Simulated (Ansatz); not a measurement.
Input file for Ansatz (a quantum-chemistry and plane-wave program): U-r2SCAN/cc-pVTZ on GeH2O (SMILES [OH][GeH]), a point of a bond scan (R = 1.059 Å).

Ansatz 0.2 input:
```yaml
crystal:
  periodic: [false, false, false]
  atoms:
    - {symbol: Ge, position_ang: [-0.23528061, -0.20095819, 0.24734314]}
    - {symbol: H, position_ang: [-1.41085702, -0.03172168, -0.85873679]}
    - {symbol: O, position_ang: [1.02522544, 0.68082931, -0.68889534]}
    - {symbol: H, position_ang: [0.70931395, 1.04924124, -1.63069942]}
basis:
  gaussian:
    orbitals: cc-pVTZ
hamiltonian:
  xc: {name: r2SCAN}
magnetization: {spin_polarized: true, initial_magnetization: 0}
```

Program output:

```
WARN ansatz: RAYON_NUM_THREADS=1 ignored (pool sized by the plan → 1); use --threads N
Functional definition: r2SCAN
integrals: 0.03 GiB planned
644 factors; their error is unknown
mean field: 0.32 GiB planned
mean field evaluation 1: about -58592.3014 eV, gradient 4.1e1 eV
mean field evaluation 2: about -58527.5337 eV, gradient 1.1e2 eV
mean field evaluation 4: about -58597.8588 eV, gradient 3.5e0 eV
mean field evaluation 8: about -58597.9547 eV, gradient 1.5e-1 eV
mean field evaluation 16: about -58596.7280 eV, gradient 5.4e0 eV
mean field -58597.95478231 eV, -2153.4351191294 hartree, gradient 6.9e-5 eV, S^2 0.000000; 1 other end points of the search recorded, 0 dependent functions left out
reference -58597.95479365 eV, -2153.4351195463 hartree; 21, 21 occupied and 80, 80 virtual orbitals, 644 factors
Total energy: -58597.95479365 eV, -2153.4351195463 hartree
```

The run converged.

Cost: very roughly 3 core-seconds.
